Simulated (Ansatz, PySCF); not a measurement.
Species: SOF, charge 0, multiplicity 2. SMILES: O=[S]F
Geometry: optimised at B3LYP-D3(BJ)/def2-TZVP (Ansatz, a quantum-chemistry and plane-wave program).

Wanted: atomisation energy, in kcal/mol. Conventions: valence correlation only; open shells spin-unrestricted; spin-orbit terms left out; atomisation electronic, to ground-state atoms; non-relativistic; no dispersion term unless named. CBS marks a two-point X^-3 extrapolation of the correlation energy; Hartree-Fock from the larger set. First-principles rows: single points at B3LYP-D3(BJ) geometries (Ansatz).

| species | coefficient | E at BP86/def2-SVP (PySCF), Eh | E at B3LYP/def2-TZVPD (Ansatz), Eh |
|---|---|---|---|
| O=[S]F | -1 | -572.98311 | -573.33632 |
| F atom | +1 | -99.63266 | -99.77110 |
| O atom | +1 | -74.99134 | -75.09698 |
| S atom | +1 | -398.01325 | -398.13302 |

Coupled cluster (Ansatz) is a level with limits of its own, used here on species with T1 under 0.025 (0.045 for open shells) and stable references: CCSD(T)/CBS(cc-pV(T+d)Z,cc-pV(Q+d)Z). Value to compare with, CCSD(T)/CBS(cc-pV(T+d)Z,cc-pV(Q+d)Z) (Ansatz): 211.0 kcal/mol. 1 Eh = 627.5095 kcal/mol.

Q: Work the quantity out at each level, and compare with CCSD(T)/CBS(cc-pV(T+d)Z,cc-pV(Q+d)Z) (Ansatz).

A: 
- BP86/def2-SVP: the sum of coefficient times E is 0.34586 Eh, or 217.03 kcal/mol. Result: 217.0 kcal/mol. Its difference against CCSD(T)/CBS(cc-pV(T+d)Z,cc-pV(Q+d)Z) (Ansatz) is 6.0 kcal/mol.
- B3LYP/def2-TZVPD: the sum of coefficient times E is 0.33522 Eh, or 210.35 kcal/mol. Result: 210.4 kcal/mol. Its difference against CCSD(T)/CBS(cc-pV(T+d)Z,cc-pV(Q+d)Z) (Ansatz) is -0.6 kcal/mol.
